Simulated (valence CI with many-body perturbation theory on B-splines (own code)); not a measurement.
## E1 line list for Nb X

Computed by relativistic CI+MBPT: four valence electrons over a frozen Dirac-Fock core [Ar] 3d10, a basis of 11 s, 11 p, 9 d, 7 f, 5 g, 2 h, 1 i functions for each j, with the one-electron correlation potential Σ1, the two-electron term Σ2, the three-electron term Σ3, Breit, model QED; selected CI, second order for the rest, scaled by the run's own slope (own B-spline code, finite nucleus).

No measured spectrum was set against this ion. As an estimate, levels hold to about 250 cm⁻¹ or 0.2 % of their energy and the worst to 1 %, as in measured heavy ions of charge 2 to 7; those with d or f electrons hold less well. Among the levels kept, up to 280 cm⁻¹ of a level comes from second order outside the variational space, and about a tenth of that is noise between levels of different J, which matters for small intervals.

Lines 201 to 243 of 243 in falling wavelength, among levels below 640520 cm⁻¹, chosen from the strongest by gf and those to the six lowest levels. Wavelengths and rates use the calculated energies, so an error of 600 cm⁻¹ moves a line at 25.33 nm by 0.15 % and its rate by three times that or more. Electric multipoles are in the length gauge, E1 and E2 with the static RPA response of the core. Weak lines are less certain than strong ones. Lines between different terms over intervals too small for the method are left out, as are lines whose strength nearly cancels. The highest levels of a list are the least certain.

Names give the largest LS component (configuration and term), which can be under half, so a name can repeat, a term be missing and a line seem to break the LS rules; names also repeat where a configuration has a term twice. Letters in brackets count levels of one name in rising energy.

```csv
λ vac (nm),Upper,Lower,A (s⁻¹),S (a.u.) with core polarisation,S without
25.33,4s 4p2 4d 3F_3 [c],4s 4p3 3D°_3,2.02e+09,1.13e-01,1.23e-01
25.22,4s2 4p 4d 1P°_1,4s2 4p2 1D_2,1.14e+06,2.70e-05,2.19e-05
25.19,4s 4p2 4d 3F_4 [b],4s 4p3 3D°_3,1.03e+11,7.32e+00,7.92e+00
25.11,4s 4p2 4d 3P_0 [b],4s 4p3 3D°_1,1.55e+10,1.21e-01,1.31e-01
24.99,4s 4p2 4d 3P_1 [a],4s 4p3 5S°_2,3.01e+09,6.96e-02,7.59e-02
24.98,4s 4p2 4d 3P_1 [b],4s 4p3 3D°_2,3.46e+09,7.99e-02,8.67e-02
24.98,4s 4p2 4d 3F_3 [c],4s 4p3 3D°_2,5.33e+10,2.87e+00,3.10e+00
24.90,4s 4p2 4d 3F_2 [c],4s 4p3 3D°_2,8.97e+09,3.42e-01,3.70e-01
24.86,4s 4p2 4d 3F_2 [c],4s 4p3 3D°_1,5.49e+10,2.08e+00,2.25e+00
24.71,4s 4p2 4d 3D_3 [b],4s 4p3 3D°_2,5.80e+09,3.02e-01,3.25e-01
24.69,4s 4p2 4d 3G_3,4s 4p3 5S°_2,4.86e+06,2.53e-04,2.75e-04
24.69,4s2 4p 4d 3P°_1,4s2 4p2 3P_0,2.42e+09,5.40e-02,5.86e-02
24.64,4s 4p2 4d 3P_2 [b],4s 4p3 3D°_1,2.65e+09,9.79e-02,1.06e-01
24.48,4s 4p2 4d 3S_1,4s 4p3 3D°_2,5.71e+09,1.24e-01,1.35e-01
24.16,4s2 4p 4d 1F°_3,4s2 4p2 3P_2,1.48e+10,7.20e-01,7.79e-01
23.83,4s 4p2 4d 3D_2 [a],4s 4p3 5S°_2,9.90e+08,3.30e-02,3.60e-02
23.78,4s2 4p 4d 1P°_1,4s2 4p2 3P_2,2.09e+06,4.17e-05,4.40e-05
23.71,4s 4p2 4d 3D_3 [a],4s 4p3 5S°_2,1.88e+09,8.65e-02,9.42e-02
23.70,4s 4p2 4d 3D_1 [a],4s 4p3 5S°_2,2.35e+08,4.64e-03,5.05e-03
23.39,4s 4p2 4d 1F_3,4s 4p3 5S°_2,7.42e+08,3.28e-02,3.56e-02
23.31,4s2 4p 4d 1P°_1,4s2 4p2 3P_1,8.05e+08,1.51e-02,1.64e-02
23.07,4s 4p2 4d 3F_2 [b],4s 4p3 5S°_2,2.60e+07,7.89e-04,8.57e-04
22.82,4s 4p2 4d 3D_1 [b],4s 4p3 5S°_2,5.11e+06,8.99e-05,9.79e-05
22.74,4s 4p2 4d 3F_3 [b],4s 4p3 5S°_2,4.80e+07,1.95e-03,2.13e-03
22.66,4s 4p2 4d 1P_1,4s 4p3 5S°_2,5.06e+05,8.71e-06,9.32e-06
22.64,4s 4p2 4d 3D_2 [b],4s 4p3 5S°_2,3.39e+07,9.71e-04,1.06e-03
22.56,4s2 4p 4d 1P°_1,4s2 4p2 3P_0,4.90e+08,8.33e-03,9.10e-03
22.33,4s 4p2 4d 3P_1 [b],4s 4p3 5S°_2,2.15e+07,3.54e-04,3.92e-04
22.32,4s 4p2 4d 3F_3 [c],4s 4p3 5S°_2,3.44e+07,1.32e-03,1.39e-03
22.26,4s 4p2 4d 3F_2 [c],4s 4p3 5S°_2,5.52e+07,1.50e-03,1.62e-03
22.11,4s 4p2 4d 3D_3 [b],4s 4p3 5S°_2,4.72e+08,1.76e-02,1.91e-02
22.09,4s 4p2 4d 3P_2 [b],4s 4p3 5S°_2,6.27e+07,1.67e-03,1.84e-03
21.93,4s 4p2 4d 3S_1,4s 4p3 5S°_2,4.87e+05,7.61e-06,8.52e-06
21.85,4s 4p2 4d 3D_2 [c],4s 4p3 5S°_2,1.78e+07,4.58e-04,5.01e-04
18.44,4s2 4p 5s 3P°_1,4s2 4p2 1S_0,6.43e+08,5.97e-03,5.86e-03
17.52,4s2 4p 5s 3P°_1,4s2 4p2 1D_2,3.18e+09,2.54e-02,2.43e-02
16.88,4s2 4p 5s 3P°_2,4s2 4p2 1D_2,1.28e+10,1.52e-01,1.45e-01
16.81,4s2 4p 5s 3P°_1,4s2 4p2 3P_2,3.90e+10,2.74e-01,2.61e-01
16.62,4s2 4p 5s 3P°_0,4s2 4p2 3P_1,6.00e+10,1.36e-01,1.29e-01
16.57,4s2 4p 5s 3P°_1,4s2 4p2 3P_1,1.14e+10,7.71e-02,7.31e-02
16.22,4s2 4p 5s 3P°_2,4s2 4p2 3P_2,3.17e+10,3.34e-01,3.15e-01
16.19,4s2 4p 5s 3P°_1,4s2 4p2 3P_0,1.78e+10,1.12e-01,1.06e-01
16.00,4s2 4p 5s 3P°_2,4s2 4p2 3P_1,1.42e+10,1.44e-01,1.35e-01
```
